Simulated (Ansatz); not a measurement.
C2H6AlFO can be A, `[CH3][Al]([F])[CH2]O`, or B, `C[O][AlH][CH2]F`.

Isolated molecules relaxed with PBE0-D4/def2-TZVP in Ansatz; ΔE leaves out vibrations. CCSD(T)/CBS adds triple-zeta CCSD(T) − MP2 to the extrapolated MP2 energy (def2 sets, frozen cores). Functionals use def2-TZVPP. Each species was taken in one conformer, which may not be the lowest.

A:

```xyz
11

C     1.282   -1.106   -0.662
Al    0.591    0.107    0.687
F     1.523    0.468    2.009
C    -1.186    0.955    0.566
O    -2.015    0.338   -0.428
H     1.506   -0.575   -1.594
H     0.548   -1.879   -0.910
H     2.202   -1.598   -0.337
H    -1.708    0.810    1.519
H    -1.151    2.046    0.434
H    -1.594    0.434   -1.284
```

B:

```xyz
11

C     0.381   -1.823    0.657
O     0.476   -1.163   -0.573
Al    0.173    0.366   -1.194
C    -0.525    1.814   -0.032
F    -0.704    1.374    1.287
H     1.366   -2.194    0.957
H    -0.287   -2.686    0.565
H    -0.001   -1.172    1.450
H     0.463    0.603   -2.728
H     0.149    2.681   -0.003
H    -1.490    2.199   -0.386
```

Question: Which is lower in electronic energy at CCSD(T)/CBS, and by how much? (Best estimate.)

Answer: Ansatz gave: A, by 36.7 kcal/mol.

Question: Give E(B) − E(A) in kcal/mol with B2PLYP, MP2/def2-TZVPP, CCSD/def2-TZVPP, CCSD(T)/def2-TZVPP, ωB97M-V, r2SCAN-D4, HF/def2-TZVPP. (An estimate is asked.)

Answer: Computed: B2PLYP 34.8, MP2/def2-TZVPP 37.9, CCSD/def2-TZVPP 35.1, CCSD(T)/def2-TZVPP 35.6, ωB97M-V 35.3, r2SCAN-D4 35.8, HF/def2-TZVPP 30.1. None reverses the order clearly.

Largest T1 diagnostic: 0.012.

In def2-TZVPP, CCSD(T) changes the Hartree–Fock value by +5.4 kcal/mol (the triples alone add +0.4 kcal/mol) and MP2 by +7.8 kcal/mol.
